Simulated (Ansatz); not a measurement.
Consider the ligand exchange at a Ge–C bond: `N=[C](F)[GeH3]` + `O[SiH2]O` → `O[SiH2][O][GeH3]` + `N=CF`.

Isolated molecules relaxed with PBE0-D4/def2-TZVP in Ansatz; ΔE leaves out vibrations. CCSD(T)/CBS adds triple-zeta CCSD(T) − MP2 to the extrapolated MP2 energy (def2 sets, frozen cores). This one scheme is used for every species. DFT in def2-TZVPP. For Ge outer-core shells are correlated without core-valence functions, which leaves a few kJ/mol of doubt a bond. Scalar relativity is left out up to krypton. Each species was taken in one conformer, which may not be the lowest.

```csv
species,r2SCAN0-D4 energy (Eh)
`N=[C](F)[GeH3]`,-2272.01330
`O[SiH2]O`,-442.39572
`O[SiH2][O][GeH3]`,-2520.58656
`N=CF`,-193.84325
```

Task: Work out ΔE.

Result: ΔE = (-2520.58656) + (-193.84325) − (-2272.01330) − (-442.39572) = -0.02079 Eh = -0.57 eV. CCSD(T)/CBS gives -0.55 eV.

Largest T1 diagnostic among the species: 0.013.

From BLYP to BHLYP (50 % exact exchange), in def2-TZVPP and without D4, ΔE moves by −0.14 eV. At CCSD(T), def2-SVP lies −0.14 eV from the extrapolated value and def2-TZVPP −0.03 eV. Leaving LDA and LC-ωPBE aside and taking each functional with its dispersion term where it has one, the values, not all of them listed here, spread over 0.23 eV, from BHLYP-D4 to PBE-D4. LDA lies +0.04 eV from PBE without D4.
